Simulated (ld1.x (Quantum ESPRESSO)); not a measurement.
# LDA (PZ) TM semilocal dataset for vanadium, scalar-relativistic all-electron reference.

Input for ld1.x (Quantum ESPRESSO) 7.5:

```
&input
   title='V', zed=23., rel=1, dft='PZ', iswitch=3,
   config='[Ar] 3d3 4s0 4p0',
   nld=3, rlderiv=2.25, eminld=-8.0, emaxld=5.0, deld=0.04
 /
 &inputp
   pseudotype=1, tm=.true., lloc=2,
   nlcc=.false.,
   file_pseudopw='V.pp', file_wfcaegen='ae.wfc', file_wfcncgen='nc.wfc'
 /
3
3S  1  0   2.00   0.00  1.10  1.10  0.0
3P  2  1   6.00   0.00  0.90  0.90  0.0
3D  3  2   3.00   0.00  2.05  2.05  0.0
 &test
   configts(1)='3s2 3p6 3d3 4s0 4p0'
 /
```

Command:

```bash
ld1.x < V.in > V.out
```

The program printed (shortened: banner, matrices, multipoles, cross overlaps and the repeated all-electron block are left out):

```
Program LD1 v.7.5
     --------------------------- All-electron run ----------------------------

     V
     scalar relativistic calculation

     atomic number is 23.00
     dft =PZ   lsd =0 sic =0 latt =0  beta=0.20 tr2=1.0E-14
     Exchange-correlation= PZ
                           (   1   1   0   0   0   0   0)
     mesh =1181 r(mesh) = 100.93793 a.u. xmin = -7.00 dx = 0.01250
     1 Ry =  13.60569312 eV, c = 137.03599908

     n l     nl                  e(Ry)          e(Ha)          e(eV)
     1 0     1S 1( 2.00)      -394.5457      -197.2728     -5368.0675
     2 0     2S 1( 2.00)       -45.3915       -22.6957      -617.5828
     2 1     2P 1( 6.00)       -38.1727       -19.0864      -519.3663
     3 0     3S 1( 2.00)        -6.3539        -3.1769       -86.4489
     3 1     3P 1( 6.00)        -4.4519        -2.2259       -60.5710
     3 2     3D 1( 3.00)        -1.5865        -0.7932       -21.5848
     4 0     4S 1( 0.00)        -1.3149        -0.6575       -17.8906
     4 1     4P 1( 0.00)        -0.9510        -0.4755       -12.9390

     final scf error:  5.6E-15 reached in  30 iterations

     Etot =   -1892.463673 Ry,    -946.231837 Ha,  -25748.279986 eV

     Ekin =    1909.048836 Ry,     954.524418 Ha,   25973.932617 eV
     Encl =   -4483.034498 Ry,   -2241.517249 Ha,  -60994.791642 eV
     Eh   =     767.044038 Ry,     383.522019 Ha,   10436.165790 eV
     Exc  =     -85.522049 Ry,     -42.761024 Ha,   -1163.586751 eV

     normalization and overlap integrals

     s(1S/1S) =  1.000000  <r> =   0.0666  <r2> =    0.0060  r(max) =   0.0435
     s(2S/2S) =  1.000000  <r> =   0.3091  <r2> =    0.1129  r(max) =   0.2565
     s(2P/2P) =  1.000000  <r> =   0.2744  <r2> =    0.0928  r(max) =   0.2074
     s(3S/3S) =  1.000000  <r> =   0.9505  <r2> =    1.0431  r(max) =   0.8204
     s(3P/3P) =  1.000000  <r> =   1.0163  <r2> =    1.2174  r(max) =   0.8411
     s(3D/3D) =  1.000000  <r> =   1.3172  <r2> =    2.2225  r(max) =   0.8843
     s(4S/4S) =  1.000000  <r> =   2.7675  <r2> =    8.6625  r(max) =   2.4339
     s(4P/4P) =  1.000000  <r> =   3.2630  <r2> =   12.0993  r(max) =   2.8634

     ------------------------ End of All-electron run ------------------------

     --------------------- Generating NC pseudopotential ---------------------

      Generating local pot.: lloc=2, matching radius rcloc =   2.0500

      Wfc   3S  rcut= 1.094  Using Troullier-Martins method

      Wfc   3P  rcut= 0.895  Using Troullier-Martins method

     ------------------- End of pseudopotential generation -------------------

     Computing logarithmic derivative in   2.24403
     Computing logarithmic derivative in   2.24403
     Computing the partial wave expansion
     R is outside the sphere for l=    0 j= 0.00
     R is outside the sphere for l=    1 j= 0.00
       no projector for channel:   2

     ---------------------- Testing the pseudopotential ----------------------

     V
     scalar relativistic calculation

     atomic number is 23.00   valence charge is 13.00
     dft =PZ   lsd =0 sic =0 latt =0  beta=0.20 tr2=1.0E-14
     mesh =1181 r(mesh) = 100.93793 xmin = -7.00 dx = 0.01250

     n l     nl             e AE (Ry)        e PS (Ry)    De AE-PS (Ry)
     1 0     3S   1( 2.00)       -6.35388       -6.35393        0.00005
     2 1     3P   1( 6.00)       -4.45188       -4.45194        0.00006
     3 2     3D   1( 3.00)       -1.58646       -1.58646        0.00000
     2 0     4S   1( 0.00)       -1.31493       -1.32758        0.01264  !
     3 1     4P   1( 0.00)       -0.95100       -0.95214        0.00114

     eps = 5.6E-16  iter = 14

     Etot =   -1892.463673 Ry,    -946.231837 Ha,  -25748.279986 eV
     Etotps =  -139.243670 Ry,     -69.621835 Ha,   -1894.506639 eV

     Ekin =      59.331861 Ry,      29.665931 Ha,     807.251095 eV
     Encl =    -307.727365 Ry,    -153.863683 Ha,   -4186.844100 eV
     Ehrt =      99.876853 Ry,      49.938427 Ha,    1358.893814 eV
     Ecxc =     -15.357640 Ry,      -7.678820 Ha,    -208.951332 eV
     Epseu=      24.632621 Ry,      12.316311 Ha,     335.143884 eV

     ---------------------- End of pseudopotential test ----------------------
```

Generation and configuration tests took about 2.9 s on one core of a shared server CPU.

Transferability test of the new file with ld1.x, input:

```
&input
   title='V', zed=23., rel=1, dft='PZ', iswitch=2,
   config='[Ar] 3d3 4s0 4p0'
 /
 &test
   file_pseudo='V.pp', nconf=10,
   configts(1)='3s2 3p6 3d3 4s0 4p0',
   configts(2)='3s2 3p6 3d3 4s2 4p0',
   configts(3)='3s2 3p6 3d3 4s1 4p0',
   configts(4)='3s2 3p6 3d2 4s0 4p0',
   configts(5)='3s2 3p6 3d3 4s1 4p1',
   configts(6)='3s2 3p6 3d3.5 4s1.5 4p0',
   configts(7)='3s2 3p6 3d3 4s0 4p2',
   configts(8)='3s2 3p6 3d3 4s0 4p1',
   configts(9)='3s2 3p6 3d3 4s0 4p0', lsdts(9)=1,
   configts(10)='3s2 3p6 3d3 4s2 4p0', lsdts(10)=1
 /
```

```bash
ld1.x < V.test.in > V.test.out
```

Pseudopotential blocks of its output, shortened (energy terms left out):

```
     ---------------------- Testing the pseudopotential ----------------------

     n l     nl             e AE (Ry)        e PS (Ry)    De AE-PS (Ry)
     1 0     3S   1( 2.00)       -6.35388       -6.35393        0.00005
     2 1     3P   1( 6.00)       -4.45188       -4.45194        0.00006
     3 2     3D   1( 3.00)       -1.58646       -1.58646        0.00000
     2 0     4S   1( 0.00)       -1.31493       -1.32758        0.01264  !
     3 1     4P   1( 0.00)       -0.95100       -0.95214        0.00114

     eps = 6.6E-15  iter = 12

     Etot =   -1892.463673 Ry,    -946.231837 Ha,  -25748.279986 eV
     Etotps =  -139.243669 Ry,     -69.621835 Ha,   -1894.506631 eV

     ---------------------- End of pseudopotential test ----------------------

          ---------------------- Testing the pseudopotential ----------------------

     n l     nl             e AE (Ry)        e PS (Ry)    De AE-PS (Ry)
     1 0     3S   1( 2.00)       -5.13221       -5.11651       -0.01570  !
     2 1     3P   1( 6.00)       -3.23060       -3.21617       -0.01443  !
     3 2     3D   1( 3.00)       -0.39543       -0.38315       -0.01228  !
     2 0     4S   1( 2.00)       -0.35668       -0.35993        0.00325
     3 1     4P   1( 0.00)       -0.11246       -0.11019       -0.00227

     eps = 2.5E-15  iter = 23

     Etot =   -1894.116398 Ry,    -947.058199 Ha,  -25770.766454 eV
     Etotps =  -140.910627 Ry,     -70.455313 Ha,   -1917.186747 eV
     dEtot_ae =      -1.652725 Ry
     dEtot_ps =      -1.666958 Ry,   Delta E=       0.014233 Ry

     ---------------------- End of pseudopotential test ----------------------

          ---------------------- Testing the pseudopotential ----------------------

     n l     nl             e AE (Ry)        e PS (Ry)    De AE-PS (Ry)
     1 0     3S   1( 2.00)       -5.69669       -5.68647       -0.01022  !
     2 1     3P   1( 6.00)       -3.79539       -3.78599       -0.00940  !
     3 2     3D   1( 3.00)       -0.94936       -0.94143       -0.00793  !
     2 0     4S   1( 1.00)       -0.82069       -0.82736        0.00668  !
     3 1     4P   1( 0.00)       -0.51586       -0.51434       -0.00152

     eps = 8.5E-15  iter = 16

     Etot =   -1893.532739 Ry,    -946.766369 Ha,  -25762.825365 eV
     Etotps =  -140.322069 Ry,     -70.161034 Ha,   -1909.179002 eV
     dEtot_ae =      -1.069066 Ry
     dEtot_ps =      -1.078399 Ry,   Delta E=       0.009334 Ry

     ---------------------- End of pseudopotential test ----------------------

          ---------------------- Testing the pseudopotential ----------------------

     n l     nl             e AE (Ry)        e PS (Ry)    De AE-PS (Ry)
     1 0     3S   1( 2.00)       -7.60280       -7.59762       -0.00517  !
     2 1     3P   1( 6.00)       -5.67894       -5.67519       -0.00376
     3 2     3D   1( 2.00)       -2.73507       -2.71760       -0.01747  !
     2 0     4S   1( 0.00)       -2.03454       -2.05935        0.02481  !
     3 1     4P   1( 0.00)       -1.59207       -1.59731        0.00524  !

     eps = 8.1E-17  iter = 12

     Etot =   -1890.320566 Ry,    -945.160283 Ha,  -25719.121524 eV
     Etotps =  -137.106307 Ry,     -68.553153 Ha,   -1865.426338 eV
     dEtot_ae =       2.143107 Ry
     dEtot_ps =       2.137362 Ry,   Delta E=       0.005745 Ry

     ---------------------- End of pseudopotential test ----------------------

          ---------------------- Testing the pseudopotential ----------------------

     n l     nl             e AE (Ry)        e PS (Ry)    De AE-PS (Ry)
     1 0     3S   1( 2.00)       -5.23652       -5.22630       -0.01022  !
     2 1     3P   1( 6.00)       -3.33484       -3.32560       -0.00923  !
     3 2     3D   1( 3.00)       -0.49350       -0.48566       -0.00784  !
     2 0     4S   1( 1.00)       -0.41904       -0.42475        0.00571  !
     3 1     4P   1( 1.00)       -0.16168       -0.16083       -0.00086

     eps = 9.0E-15  iter = 17

     Etot =   -1893.865874 Ry,    -946.932937 Ha,  -25767.357893 eV
     Etotps =  -140.654075 Ry,     -70.327038 Ha,   -1913.696187 eV
     dEtot_ae =      -1.402200 Ry
     dEtot_ps =      -1.410406 Ry,   Delta E=       0.008206 Ry

     ---------------------- End of pseudopotential test ----------------------

          ---------------------- Testing the pseudopotential ----------------------

     n l     nl             e AE (Ry)        e PS (Ry)    De AE-PS (Ry)
     1 0     3S   1( 2.00)       -4.98170       -4.96882       -0.01288  !
     2 1     3P   1( 6.00)       -3.08599       -3.07385       -0.01215  !
     3 2     3D   1( 3.50)       -0.28037       -0.27216       -0.00821  !
     2 0     4S   1( 1.50)       -0.32378       -0.32694        0.00316
     3 1     4P   1( 0.00)       -0.09612       -0.09458       -0.00155

     eps = 5.1E-15  iter = 16

     Etot =   -1894.114374 Ry,    -947.057187 Ha,  -25770.738911 eV
     Etotps =  -140.901968 Ry,     -70.450984 Ha,   -1917.068934 eV
     dEtot_ae =      -1.650701 Ry
     dEtot_ps =      -1.658299 Ry,   Delta E=       0.007598 Ry

     ---------------------- End of pseudopotential test ----------------------

          ---------------------- Testing the pseudopotential ----------------------

     n l     nl             e AE (Ry)        e PS (Ry)    De AE-PS (Ry)
     1 0     3S   1( 2.00)       -5.33004       -5.32548       -0.00456
     2 1     3P   1( 6.00)       -3.42810       -3.42423       -0.00388
     3 2     3D   1( 3.00)       -0.58043       -0.57703       -0.00340
     2 0     4S   1( 0.00)       -0.47070       -0.47850        0.00780  !
     3 1     4P   1( 2.00)       -0.20038       -0.20049        0.00012

     eps = 6.1E-16  iter = 19

     Etot =   -1893.601921 Ry,    -946.800960 Ha,  -25763.766630 eV
     Etotps =  -140.382978 Ry,     -70.191489 Ha,   -1910.007721 eV
     dEtot_ae =      -1.138247 Ry
     dEtot_ps =      -1.139309 Ry,   Delta E=       0.001062 Ry

     ---------------------- End of pseudopotential test ----------------------

          ---------------------- Testing the pseudopotential ----------------------

     n l     nl             e AE (Ry)        e PS (Ry)    De AE-PS (Ry)
     1 0     3S   1( 2.00)       -5.78928       -5.78604       -0.00324
     2 1     3P   1( 6.00)       -3.88749       -3.88473       -0.00276
     3 2     3D   1( 3.00)       -1.03469       -1.03229       -0.00240
     2 0     4S   1( 0.00)       -0.87336       -0.88276        0.00940  !
     3 1     4P   1( 1.00)       -0.56350       -0.56393        0.00043

     eps = 1.4E-15  iter = 15

     Etot =   -1893.225740 Ry,    -946.612870 Ha,  -25758.648432 eV
     Etotps =  -140.006509 Ry,     -70.003254 Ha,   -1904.885592 eV
     dEtot_ae =      -0.762067 Ry
     dEtot_ps =      -0.762840 Ry,   Delta E=       0.000773 Ry

     ---------------------- End of pseudopotential test ----------------------

          ---------------------- Testing the pseudopotential ----------------------

     n l     nl             e AE (Ry)        e PS (Ry)    De AE-PS (Ry)
     1 0     3S   1( 1.00)       -6.42697       -6.43116        0.00419
     2 1     3P   1( 3.00)       -4.52374       -4.52907        0.00533  !
     3 2     3D   1( 3.00)       -1.65327       -1.65947        0.00621  !
     2 0     4S   1( 0.00)       -1.34566       -1.35749        0.01184  !
     3 1     4P   1( 0.00)       -0.97251       -0.97274        0.00022
     1 0     3S   2( 1.00)       -6.22510       -6.21614       -0.00896  !
     2 1     3P   2( 3.00)       -4.32594       -4.31564       -0.01030  !
     3 2     3D   2( 0.00)       -1.47068       -1.46067       -0.01001  !
     2 0     4S   2( 0.00)       -1.25182       -1.26330        0.01148  !
     3 1     4P   2( 0.00)       -0.90178       -0.90233        0.00055

     eps = 7.3E-15  iter = 19

     Etot =   -1892.599266 Ry,    -946.299633 Ha,  -25750.124812 eV
     Etotps =  -139.391202 Ry,     -69.695601 Ha,   -1896.513924 eV
     dEtot_ae =      -0.135592 Ry
     dEtot_ps =      -0.147533 Ry,   Delta E=       0.011941 Ry

     ---------------------- End of pseudopotential test ----------------------

          ---------------------- Testing the pseudopotential ----------------------

     n l     nl             e AE (Ry)        e PS (Ry)    De AE-PS (Ry)
     1 0     3S   1( 1.00)       -5.19467       -5.18175       -0.01292  !
     2 1     3P   1( 3.00)       -3.29230       -3.28168       -0.01062  !
     3 2     3D   1( 3.00)       -0.45092       -0.44335       -0.00758  !
     2 0     4S   1( 1.00)       -0.37587       -0.37860        0.00273
     3 1     4P   1( 0.00)       -0.12153       -0.11892       -0.00261
     1 0     3S   2( 1.00)       -5.00490       -4.97986       -0.02504  !
     2 1     3P   2( 3.00)       -3.10670       -3.08174       -0.02496  !
     3 2     3D   2( 0.00)       -0.29191       -0.27097       -0.02094  !
     2 0     4S   2( 1.00)       -0.32800       -0.33012        0.00212
     3 1     4P   2( 0.00)       -0.10093       -0.09851       -0.00242

     eps = 7.8E-15  iter = 19

     Etot =   -1894.236068 Ry,    -947.118034 Ha,  -25772.394650 eV
     Etotps =  -141.040388 Ry,     -70.520194 Ha,   -1918.952238 eV
     dEtot_ae =      -1.772395 Ry
     dEtot_ps =      -1.796719 Ry,   Delta E=       0.024324 Ry

     ---------------------- End of pseudopotential test ----------------------
```
